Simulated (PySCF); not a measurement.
Compound: C₅H₉F₂ (doublet state).
Structure used (GFN2-xTB), in Å, numbered top down from 1:
```xyz
16
C5H9F2 angstrom
F      0.8089   -1.3279    1.4456
C      1.5628   -1.2785    0.2984
C      1.4901    0.1267   -0.3308
C      0.1534    0.4380   -0.8805
C     -0.8818    1.1478   -0.1006
C     -1.9817    0.2012    0.4152
F     -2.6863   -0.3282   -0.6377
H      1.1595   -2.0386   -0.3773
H      2.5880   -1.5296    0.5896
H      2.2428    0.1445   -1.1242
H      1.7671    0.8515    0.4380
H     -0.1488   -0.0443   -1.7949
H     -0.4431    1.6418    0.7674
H     -1.3777    1.8987   -0.7259
H     -2.7035    0.7437    1.0342
H     -1.5574   -0.6380    0.9720
```

The hyperfine couplings belong to this conformer and change with its torsions.

As a line formula: `FCC[CH]CCF` [radical].

The calculation used UKS B3LYP, pcH-1 on C F H, non-relativistic, mean-field spin-orbit, GIAO (PySCF). One conformer (not necessarily the lowest) at the GFN2-xTB geometry, without solvent, vibrations or thermal averaging. A GFN2-xTB geometry isn't a minimum of the functional, and hyperfine couplings can be far from their values at a DFT geometry. Stability of the SCF solution: not tested.

The Mulliken spin populations are largest on C4 (+1.03), C5 (-0.08) and C3 (-0.08). C4 is the only atom above +0.15. The positive populations add up to 1.21 and the negative ones to -0.21, together 2S = 1. The angles at C4 add up to 358.7°, so it is planar; its axial dipolar tensor and the negative coupling of its proton fit spin in a p orbital normal to that plane.

(1) Find Q in a(H) = Q·ρ(C) for the protons on the planar carbons that carry spin.

(2) How do the β-proton couplings of this frozen conformer go with θ, the angle between the C–H bond and the normal to the plane of the spin centre's three neighbours, both seen down the bond from centre to carbon?

Results:

(1) 
| H | C | ρ(C) | a(H) (G) | a/ρ (G) |
| --- | --- | --- | --- | --- |
| H12 | C4 | +1.029 | -21.68 | -21.1 |

One proton gives one ratio, Q = -21.1 G, and no test of linearity. In every row coupling and population have opposite signs.

(2) 
| β H | on | centre | θ (°) | cos²θ | a (G) |
| --- | --- | --- | --- | --- | --- |
| H10 | C3 | C4 | 52 | 0.38 | +22.32 |
| H11 | C3 | C4 | 69 | 0.13 | +4.83 |
| H13 | C5 | C4 | 80 | 0.03 | +2.33 |
| H14 | C5 | C4 | 41 | 0.57 | +27.30 |

Fitting the Heller–McConnell form a = ρ(B0 + B2 cos²θ), with Mulliken ρ = 1.03, gives B0 = 0.2 G and B2 = 49.0 G, with a largest miss of 2.9 G.

Couplings in gauss use g_iso = 2.0026.

On one thread, Arm Neoverse V1 (aarch64), shared host with 32 logical CPUs at a one-minute load of 20, this took 63 s of wall time (with the writing of density and orbital grids) and 0.96 GiB of memory at its peak.
